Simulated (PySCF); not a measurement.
C6H8ClFO.
Cartesian coordinates in Å at the GFN2-xTB level; atoms count from 1:
```
atom  x, y, z in Å
F1     0.238    1.236   -2.214
C2     0.101    0.555   -1.055
C3    -1.346    0.507   -0.523
C4    -1.274   -0.766    0.337
C5     0.197   -1.184    0.114
O6     0.445   -0.799   -1.221
C7     1.087   -0.225    0.937
Cl8    2.735   -0.877    1.109
C9     1.050    1.034    0.063
H10   -2.033    0.400   -1.361
H11   -1.603    1.401    0.038
H12   -1.940   -1.539   -0.038
H13   -1.494   -0.589    1.387
H14    0.415   -2.240    0.249
H15    0.714   -0.070    1.948
H16    0.676    1.911    0.586
H17    2.025    1.258   -0.366
```

Computed with TDDFT PBE0/def2-SVPD, vertical, gas phase, core orbitals frozen in the response (PySCF).

Ground-to-excited transition dipoles (e·a0, same axes as the geometry; the sign carries no meaning), for the states with f of 0.002 or more among the lowest 6:

```tsv
state	E (eV)	μx	μy	μz
S1	6.965	0.182	0.037	0.015
S3	7.424	0.036	-0.086	0.062
S4	7.724	-0.145	-0.015	-0.009
S5	7.907	0.250	-0.026	0.122
S6	8.004	-0.051	-0.184	0.068
```

(1) Work out the oscillator strengths.

(2) Which bond between heavy atoms lies closest to the direction of the S5 transition dipole?

(3) What peak molar absorption coefficient would the strongest computed level give as a lone Gaussian band 0.4 eV wide at half height?

## Answers

(1) f = (2/3) ΔE |μ|² with ΔE in hartree (27.2114 eV).

| state | \|μ\|² (au) | \|μ\| (D) | f |
| --- | --- | --- | --- |
| S1 | 0.035 | 0.47 | 0.006 |
| S3 | 0.013 | 0.28 | 0.002 |
| S4 | 0.021 | 0.37 | 0.004 |
| S5 | 0.078 | 0.71 | 0.015 |
| S6 | 0.041 | 0.52 | 0.008 |

(2) C7–Cl8, at 25° from it; next C2–C9 at 33°.

(3) ε(max) = 2.175×10⁸ f / FWHM, with the width in cm⁻¹. S5: 2.175×10⁸ × 0.0151 / 3226 ≈ 1000 L mol⁻¹ cm⁻¹.

Hardware: an Intel Xeon at 2.50 GHz with one thread, no GPU, shared host. Cost: 3.8 min wall, 2.2 min CPU, 1.0 GiB resident at most.

Without π bonds the low states may be Rydberg-like; a valence basis with one diffuse set may place them up to an eV too high.
